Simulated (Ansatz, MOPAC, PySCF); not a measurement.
Noncovalent pair: SiH4 (SMILES [SiH4]) (first 5 atoms) with CH6Si (SMILES C[SiH3]); geometry from B3LYP-D3(BJ)/def2-TZVP, rigid monomers moved along the line of their centres of mass till Si1···H8 is 4.27 Å.
(charge 0, multiplicity 1):
```xyz
13

Si     0.0159    -0.3016     0.1916
H     -1.1782    -0.1975     1.0594
H     -0.3660    -0.0324    -1.2129
H      0.5767    -1.6682     0.2968
H      1.0314     0.6802     0.6308
C      0.8272    -0.6035     5.2706
Si    -0.3896     0.8033     5.5192
H      0.6450    -1.1265     4.3307
H      0.7415    -1.3323     6.0787
H      1.8535    -0.2326     5.2576
H     -0.2206     1.8392     4.4727
H     -0.1744     1.4397     6.8421
H     -1.7848     0.3039     5.4624
```

Interaction energies are E(AB) − E(A) − E(B) at the monomers' geometry in the complex; basis-set methods are counterpoise corrected. Rows marked so take none.

Rows in 3-21G, 6-311+G**, 6-31G* carry no dispersion term and start afresh at each structure (6-31G* with six Cartesian d functions). MP2/6-31G* freezes PySCF's default core. The state reached by AM1 isn't checked.

Programs: Ansatz (a quantum-chemistry and plane-wave program) with Gaussian orbitals; MOPAC for AM1 (differences of heats of formation); PySCF for 3-21G rows, 6-311+G** rows, 6-31G* rows, the dispersion terms. Each number belongs to the level named beside it.

```tsv
level	interaction energy (kcal/mol)
AM1	0.03
PBE-D3(BJ)/def2-TZVPPD	-0.55
r2SCAN-D4/def2-TZVPPD	___
B3LYP/3-21G (no counterpoise)	-0.09
B3LYP/6-311+G** (no counterpoise)	0.16
B3LYP/def2-TZVPPD	0.18
PBE0-D3(BJ)/def2-TZVPPD	-0.54
MP2/6-31G*	-0.12
MP2/6-31G* (no counterpoise)	___
```

Q: What belongs in the gaps?

A: 
- r2SCAN-D4/def2-TZVPPD, interaction energy (kcal/mol): -0.36
- MP2/6-31G* (no counterpoise), interaction energy (kcal/mol): -0.31
